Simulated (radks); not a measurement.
Spherical quantum dot in the effective-mass picture: electrons in a parabolic well V = omega^2 r^2 / 2 with omega = 0.181, all in effective atomic units (hartree* = m*/eps^2 hartree, bohr* = eps/m* bohr), one dielectric constant everywhere. Calculated with a radial shooting solver with Libxc functionals: non-relativistic Kohn-Sham, LDA (Slater exchange, Perdew-Wang correlation), spin-polarised, spherical densities. Levels are named by radial order and angular momentum (1s, 1p, 1d, 2s, ...), and open shells are averaged over m.

N = 12, configuration 1s2 1p6 1d(up 4, down 0). This is the lowest configuration that the search found. Occupied and some empty levels:

level    occupation  eigenvalue (hartree*)  <r> (bohr*)
1s up             1                 2.3153        4.625
1s down           1                 2.3334        4.462
1p up             3                 2.3757        5.442
1p down           3                 2.3984        5.398
1d up             4                 2.4530        6.016
1d down           0                 2.4769        6.028
2s up             0                 2.4938        4.887
2s down           0                 2.5062        4.975
1f up             0                 2.5437        6.482
1f down           0                 2.5673        6.522
2p up             0                 2.5982        5.606
2p down           0                 2.6121        5.624

Energy (hartree*): total 17.5631, kinetic 1.3842, external 6.3794, Hartree 11.834, exchange-correlation -2.0350.

Electron density:

r (bohr*)  n(r) (e/bohr*^3)
0.800              0.004548
1.66               0.005657
2.52               0.007233
3.38               0.008749
4.24               0.009477
5.09               0.008758
5.95               0.006555
6.81               0.003776
7.67               0.001609
8.53              0.0004956
9.39              0.0001098
10.2             0.00001755
11.1              2.030e-06
